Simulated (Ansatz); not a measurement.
`[F][GeH]([Cl])[N]([SiH3])[SiH3]` → HCl + `[F][Ge][N]([SiH3])[SiH3]` at 600 K and 1 bar (germylene formation by 1,1-elimination).

Computed with Ansatz on PBE0-D4/def2-TZVP structures; ΔE is electronic, products minus reactants. CBS: MP2 limit from def2 TZ/QZ plus the TZ coupled-cluster correction, frozen cores. This one scheme is used for every species. For Ge outer-core shells are correlated without core-valence functions, which leaves a few kJ/mol of doubt a bond. Scalar relativity is left out up to krypton. Each species was taken in one conformer, which may not be the lowest.

| species | CCSD(T)/CBS energy (Eh) | H − E (kJ/mol) | S (J/(mol·K)) |
| --- | --- | --- | --- |
| `[F][GeH]([Cl])[N]([SiH3])[SiH3]` | -3272.89201 | 269.4 | 570.7 |
| HCl | -460.38127 | 35.4 | 207.2 |
| `[F][Ge][N]([SiH3])[SiH3]` | -2812.46809 | 227.5 | 495.3 |

H − E and S are ideal-gas, rigid-rotor, harmonic terms from PBE0-D4/def2-TZVP, for one conformer and one mirror image of each species. 1 Eh = 2625.50 kJ/mol, R = 8.31446 J/(mol·K).

Question: By hand: ΔE, ΔH, ΔS and ΔG.

Answer: ΔE = (-460.38127) + (-2812.46809) − (-3272.89201) = 0.04265 Eh = 112.0 kJ/mol. Δ(H − E) = 35.4 + 227.5 − 269.4 = -6.5, so ΔH = 105.5 kJ/mol. ΔS = 207.2 + 495.3 − 570.7 = 131.8 J/(mol·K). ΔG = 105.5 − 600 × (131.8)/1000 = 26.4 kJ/mol.

Question: By hand: the equilibrium constant, and the temperature at which ΔG would vanish if ΔH and ΔS stayed fixed.

Answer: log₁₀ K = −ΔG/(RT ln 10) = -2.3. ΔG = 0 at ΔH/ΔS = 800 K.

The number of gas molecules changes by +1, which sets the sign of ΔS. A doubt of 5 kJ/mol in ΔE shifts log₁₀ K by 0.4 here. Other conformers and mirror images would add mixing entropy, several J/(mol·K) or more a flexible species. Modes under 60 cm⁻¹, often nearly free rotors, make the harmonic entropy too high. These are equilibria of isolated gas molecules and say nothing of rates. Largest T1 diagnostic: 0.014 (customary marks: 0.02 for closed shells, 0.045 for open ones).
